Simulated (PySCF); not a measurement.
Gas-phase reaction: 3 InBr + 6 H ⇌ InBr3 + 2 InH3

Computed with PySCF and rigid-rotor harmonic-oscillator thermochemistry at 1 bar. † marks an energy on the PBE0/def2-TZVP geometry and frequencies. CCSD(T) freezes the core. Open shells (unrestricted): H (multiplicity 2); the rest are closed-shell singlets. In: scalar-relativistic def2 core potential, no spin-orbit coupling. Br: all electrons, no relativistic terms. InH3: computed as isolated molecules; such fragments, hydroxides, amides, oligomers or adducts are transient or little studied in the gas. CCSD(T) isn't extrapolated to the basis-set limit.

HF/def2-TZVP† gives ΔH°(298 K) = -757 kJ.

Q: What do r2SCAN/def2-TZVP†, PBE0/def2-QZVP†, CCSD(T)/def2-SVP† give?

A: r2SCAN/def2-TZVP†: -1049 kJ; PBE0/def2-QZVP†: -1014 kJ; CCSD(T)/def2-SVP†: -1018 kJ. For scale, ΔH°(298 K) is -757 kJ at this level, -1083 kJ at ωB97M-V/def2-TZVP†, and runs from -1185 to -757 kJ over the 18 levels computed.
